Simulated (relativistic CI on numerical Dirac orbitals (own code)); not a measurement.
# Crystal-field levels of Pt2+, 5d8

Calculated by Dirac-Coulomb-Breit CI, orbitals from a KLI potential per configuration, a model potential for QED, valence Slater integrals scaled by 0.85, one configuration in a parametric crystal field (own radial code).

Field parameters in Wybourne normalisation: D3d B²₀ = −7Dσ, B⁴₀ = −14Dq − 21Dτ, B⁴₃ = −14√(10/7) Dq; D4h B²₀ = −7Ds, B⁴₀ = 21(Dq − Dt), B⁴₄ = 21√(5/14) Dq; Td as Oh with Dq negative (B⁴₀ = 21Dq, B⁴₄ = √(5/14) B⁴₀). The field is a parameter set, without covalency.

S and J are read from ⟨S²⟩ = S(S + 1) and ⟨J²⟩ = J(J + 1) of each level; they are not fictitious spins.

Td, 10Dq = -9900 cm⁻¹, the lowest 10 levels:

```json
{"E (cm⁻¹)": "0.0", "Degeneracy": "1", "Irrep": "A1", "S": "0.98", "J": "3.94"}
{"E (cm⁻¹)": "1836", "Degeneracy": "3", "Irrep": "T1", "S": "0.99", "J": "3.87"}
{"E (cm⁻¹)": "3714", "Degeneracy": "2", "Irrep": "E", "S": "0.95", "J": "3.78"}
{"E (cm⁻¹)": "6446", "Degeneracy": "3", "Irrep": "T2", "S": "0.96", "J": "3.22"}
{"E (cm⁻¹)": "9807", "Degeneracy": "3", "Irrep": "T2", "S": "0.67", "J": "3.01"}
{"E (cm⁻¹)": "13617", "Degeneracy": "2", "Irrep": "E", "S": "0.53", "J": "2.54"}
{"E (cm⁻¹)": "15496", "Degeneracy": "3", "Irrep": "T1", "S": "0.99", "J": "3.10"}
{"E (cm⁻¹)": "17468", "Degeneracy": "1", "Irrep": "A2", "S": "1.00", "J": "3.00"}
{"E (cm⁻¹)": "18365", "Degeneracy": "2", "Irrep": "E", "S": "0.97", "J": "2.31"}
{"E (cm⁻¹)": "19222", "Degeneracy": "3", "Irrep": "T2", "S": "0.84", "J": "2.93"}
```

D4h, 10Dq = 27900, Ds = 100, Dt = -530 cm⁻¹, the lowest 10 levels:

| E (cm⁻¹) | Degeneracy | Irrep | S | J |
| --- | --- | --- | --- | --- |
| 0.0 | 2 | E | 1.00 | 3.52 |
| 32.4 | 1 | B2 | 0.99 | 3.51 |
| 10590 | 1 | A1 | 0.12 | 2.89 |
| 10951 | 1 | B1 | 0.14 | 2.89 |
| 21404 | 1 | A1 | 0.18 | 3.24 |
| 27568 | 1 | B1 | 0.98 | 3.68 |
| 27844 | 2 | E | 0.98 | 3.50 |
| 31000 | 1 | A1 | 0.99 | 3.72 |
| 31493 | 1 | A2 | 0.97 | 3.65 |
| 32502 | 1 | B2 | 0.91 | 2.96 |

Td, 10Dq = -17800 cm⁻¹, the lowest 16 levels:

| E (cm⁻¹) | Degeneracy | Irrep | S | J |
| --- | --- | --- | --- | --- |
| 0.0 | 1 | A1 | 0.98 | 3.87 |
| 2395 | 3 | T1 | 0.99 | 3.74 |
| 5051 | 2 | E | 0.94 | 3.49 |
| 6765 | 3 | T2 | 0.94 | 2.84 |
| 13180 | 3 | T2 | 0.48 | 3.23 |
| 15778 | 2 | E | 0.34 | 2.91 |
| 22160 | 3 | T1 | 0.99 | 3.20 |
| 23333 | 2 | E | 0.99 | 2.71 |
| 24774 | 1 | A2 | 1.00 | 3.00 |
| 26003 | 3 | T2 | 0.85 | 3.25 |
| 26743 | 1 | A1 | 0.46 | 2.46 |
| 29953 | 3 | T2 | 0.76 | 2.88 |
| 32289 | 2 | E | 0.86 | 2.52 |
| 33943 | 3 | T1 | 0.99 | 1.35 |
| 35025 | 3 | T2 | 0.60 | 2.72 |
| 36813 | 1 | A1 | 0.72 | 2.28 |

D3d, 10Dq = 39900, Dσ = -1140, Dτ = -350 cm⁻¹, the lowest 16 levels:

| E (cm⁻¹) | Degeneracy | Irrep | S | J |
| --- | --- | --- | --- | --- |
| 0.0 | 1 | A1 | 1.00 | 3.48 |
| 18.7 | 2 | E | 1.00 | 3.47 |
| 11216 | 2 | E | 0.09 | 2.91 |
| 21562 | 1 | A1 | 0.11 | 3.24 |
| 36120 | 2 | E | 0.99 | 3.61 |
| 36327 | 2 | E | 0.98 | 3.47 |
| 36429 | 1 | A2 | 0.98 | 3.49 |
| 37527 | 1 | A1 | 0.97 | 3.00 |
| 40508 | 2 | E | 0.93 | 3.14 |
| 42251 | 1 | A2 | 1.00 | 3.08 |
| 46242 | 2 | E | 0.85 | 2.40 |
| 48157 | 2 | E | 0.94 | 2.44 |
| 48972 | 1 | A1 | 0.92 | 2.20 |
| 49297 | 1 | A2 | 0.99 | 2.25 |
| 49396 | 2 | E | 0.68 | 2.75 |
| 49659 | 1 | A1 | 0.95 | 2.70 |

D4h, 10Dq = 9350, Ds = 2300, Dt = 120 cm⁻¹, the lowest 10 levels:

```
E (cm⁻¹)  Degeneracy  Irrep     S     J
     0.0           2      E  0.99  3.85
    63.9           1     B2  0.99  3.81
    2729           1     A1  0.59  3.00
    4523           1     A1  0.97  3.58
    5033           1     A2  0.94  3.90
    6174           1     B1  0.81  3.45
    6691           2      E  0.95  3.32
   11351           2      E  0.94  3.13
   11809           1     B1  0.86  3.08
   12466           1     A1  0.82  3.61
```

The free-ion ground term has S = 1. Every field shown keeps that spin.

Levels of this model without a field, named by their leading LS term: 3F_4 0, 1D_2 7173, 3F_3 9091, 3P_2 15599, 3P_0 17932, 3P_1 20061, 1G_4 22462, 1D_2 25037 cm⁻¹.
